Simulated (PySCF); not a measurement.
# Cu⁺ (copper, charge +1) across methods

[Ar] 3d9 4s1, high-spin 3D determinant (an excited configuration). All numbers are calculated (PySCF 2.14, the spin-free X2C one-electron Hamiltonian (Gaussian nucleus), in aug-cc-pwCVTZ-DK with one added diffuse shell each of s, p, d, f, g type (11s10p8d5f4g, 152 functions)).

```
method  E (hartree)  mean ε 3d α (eV)  mean ε 3d β (eV)  mean ε 4s α (eV)  Σ⟨r²⟩ (bohr²)   ⟨S²⟩
   LDA    -1651.506           -19.742           -18.455           -14.446          23.00  2.000
   UHF  -1652.88416           -29.566           -27.883           -16.603          23.03  2.001
   PBE    -1654.154           -19.419           -18.162           -14.186          23.10  2.000
r2SCAN    -1654.363           -19.724           -18.381           -14.522          22.89  2.001
  PBE0    -1654.155           -22.114           -20.775           -14.924          22.95  2.000
```
